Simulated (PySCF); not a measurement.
## Structure elucidation problem

Molecular formula: C6H5FO2. Simulated spectra:

1H NMR (600 MHz, computed): δ 6.54 (m, 1H), 5.69 (d, 1H), 5.56 (s, 1H), 5.48 (d, 1H), 4.64 (m, 1H).

13C{1H} NMR (computed): δ 157.6 (CH), 141.9 (C), 135.7 (CH), 134.2 (CH), 132.5 (CH), 108.1 (CH).

No solvent model, a single conformation, no relativistic terms. Coordinates at the GFN2-xTB level; PBE0/pcSseg-1 with gauge-including orbitals; PySCF 2.14.0 with density-fitted response routines.

Referencing at the same level of theory: TMS for 1H (σref 31.72) and 13C (σref 186.93).

Problem. Which candidate is it?
A. Cc1coc(C(=O)F)c1
B. Cc1ccoc1C(=O)F
C. F/C=C\C1=COC=CO1

Solution. C. 

The formula gives 4 degrees of unsaturation (1 ring in the answer). 6 carbon signals for 6 carbons: no two carbons are equivalent. Carbon types of the structure: 1 × C, 5 × CH, which accounts for all hydrogens. δC 157.6, 108.1: alkene CH; as expected for a trigonal carbon in a double bond. δC 141.9, 135.7, 134.2, 132.5: alkene carbon bearing oxygen. δH 6.54, 4.64: hydrogen on an alkene CH; a vinylic proton, deshielded by the sp2 carbon and the C=C anisotropy. δH 5.69, 5.56, 5.48: hydrogen on an alkene carbon bearing oxygen; attached to an sp2 carbon and in the plane of the double bond.

The others: Cc1coc(C(=O)F)c1 would give 3 signals for carbon-bound and other non-exchanging H, not 5; Cc1ccoc1C(=O)F would give 3 signals for carbon-bound and other non-exchanging H, not 5.

Splittings by 19F in the carbon and heteronuclear signals aren't shown, as no couplings were computed. Shifts are as computed. Against solution values, carbons near 30 ppm lie about +3 ppm off and those near 130 ppm about +5 ppm. Of 1211 compounds with measured shifts, 218 miss one by over three times the rms of a fit or turn the order of signals round; such compounds aren't used in these exercises. No couplings were computed; multiplicities are counted from neighbouring protons, with m where these are inequivalent, close in shift, in a saturated or five-membered ring or joined by F or P, and br s for small geminal =CH2 splittings.
